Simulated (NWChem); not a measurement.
System: C3H9Ge, doublet; SMILES [CH3][Ge]([CH3])[CH3]

In the optimisation the excess spin sits in a (C3, its own frame). B3LYP is NWChem's, with the RPA form of VWN correlation.

Give the equilibrium geometry at B3LYP/6-31G* (spherical d), spin-unrestricted (NWChem) as a list of bonds and angles, with the point group.

point group C3v; any orientation.
Bond lengths (Å): C1–Ge2 1.993, C1–H5 1.097, C1–H6 1.094, C1–H7 1.094, Ge2–C3 1.993, Ge2–C4 1.993, C3–H8 1.097, C3–H9 1.094, C3–H10 1.094, C4–H11 1.097, C4–H12 1.094, C4–H13 1.094. Angles (°): Ge2–C1–H5 109.7, Ge2–C1–H6 110.5, Ge2–C1–H7 110.5, H5–C1–H6 108.7, H5–C1–H7 108.7, H6–C1–H7 108.7, C1–Ge2–C3 109.5, C1–Ge2–C4 109.5, C3–Ge2–C4 109.5, Ge2–C3–H8 109.7, Ge2–C3–H9 110.5, Ge2–C3–H10 110.5, H8–C3–H9 108.7, H8–C3–H10 108.7, H9–C3–H10 108.7, Ge2–C4–H11 109.7, Ge2–C4–H12 110.5, Ge2–C4–H13 110.5, H11–C4–H12 108.7, H11–C4–H13 108.7, H12–C4–H13 108.7.
